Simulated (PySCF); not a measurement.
Energy of Os (osmium, neutral) between two integer charges

The 6s beta orbital of [Xe] 4f14 5d6 6s2 is emptied in steps (occupation f), with all orbitals relaxed, ending at [Xe] 4f14 5d6 6s1. All numbers are calculated (PySCF 2.14, a scalar-relativistic core potential, in def2-TZVP with the def2 core potential (60 electrons) (6s4p3d1f, 40 functions)). The exact energy is a straight line in f; departures are measured from the line between the end points of the same method.

```
  f  UHF (eV)
  1     0.000
0.8     0.034
0.6     0.050
0.4     0.048
0.2     0.031
  0     0.000
```

| method | E(f=0) − E(f=1) (eV) | −ε at f=1 (eV) | −ε at f=0.4 (eV) |
| --- | --- | --- | --- |
| UHF | 6.505 | 6.727 | 6.457 |

Orbital energy along the path (eV):

| f | UHF |
| --- | --- |
| 1 | -6.727 |
| 0.8 | -6.627 |
| 0.6 | -6.537 |
| 0.4 | -6.457 |
| 0.2 | -6.384 |
| 0 | -6.318 |

Reference removal energy between the ground levels: 8.438 eV (measured; NIST Atomic Spectra Database, ionization energies). The calculation has no spin-orbit coupling. UHF lacks correlation.
